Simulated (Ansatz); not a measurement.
Consider the ligand exchange at a B–Cl bond: `C[SiH2]B(N)Cl` + H–F → `C[SiH2]B(N)F` + HCl.

Program: Ansatz. Geometries: PBE0-D4/def2-TZVP. ΔE: electronic, gas phase. CCSD(T)/CBS adds triple-zeta CCSD(T) − MP2 to the extrapolated MP2 energy (def2 sets, frozen cores). This one scheme is used for every species. Functionals use def2-TZVPP. One conformer a species, not always the lowest.

`C[SiH2]B(N)Cl`:

Z-matrix (Å, degrees):
```
C
Si 1 1.876
H 1 1.092 2 110.0
H 1 1.092 2 110.9 3 119.4
H 1 1.092 2 111.2 3 -120.1
B 2 2.019 1 111.6 3 -56.8
H 2 1.496 1 110.1 3 -179.0
H 2 1.492 1 109.6 3 63.8
Cl 6 1.782 2 118.5 1 49.1
N 6 1.385 2 123.9 1 -130.9
H 10 1.006 6 122.2 2 0.4
H 10 1.008 6 123.2 2 -179.3
```

H–F:

Cartesian coordinates in Å:
```
F 0.196 -0.406 -0.092
H -0.196 0.406 0.092
```

`C[SiH2]B(N)F`:

Z-matrix (Å, degrees):
```
C
Si 1 1.878
H 1 1.092 2 110.3
H 1 1.092 2 110.9 3 119.6
H 1 1.092 2 111.1 3 -120.0
B 2 2.032 1 112.0 3 -57.7
H 2 1.495 1 109.9 3 -179.7
H 2 1.493 1 109.3 3 63.6
F 6 1.347 2 119.4 1 50.5
N 6 1.392 2 123.3 1 -129.4
H 10 1.004 6 122.7 2 0.2
H 10 1.008 6 122.7 2 -179.3
```

HCl:

Z-matrix (Å, degrees):
```
Cl
H 1 1.279
```

```tsv
level	ΔE (kJ/mol)
PBE-QIDH	-35.0
RPA@PBE/def2-TZVPP	-41.8
```

What does CCSD(T)/CBS give? (An estimate is asked.)

Computed: -33.5 kJ/mol. The listed levels differ from it by -1.5, -8.3 kJ/mol.

Largest T1 diagnostic among the species: 0.012.

Leaving LDA and LC-ωPBE aside and taking each functional with its dispersion term where it has one, the values, not all of them listed here, spread over 18.3 kJ/mol, from CAM-B3LYP-D4 to revPBE-D4. The D4 term adds +7.7 kJ/mol with B3LYP and +4.2 kJ/mol with PBE0; it sums over pairs of atoms, weighted by their polarisabilities, and B3LYP, whose exchange is more repulsive, gets the larger term.

CCSD(T)/CBS has its own doubt, a few kJ/mol and more with outer-core shells, so smaller differences from it don't rank the levels.

B3LYP here is the variant with VWN-RPA as its local correlation; programs differ in this.
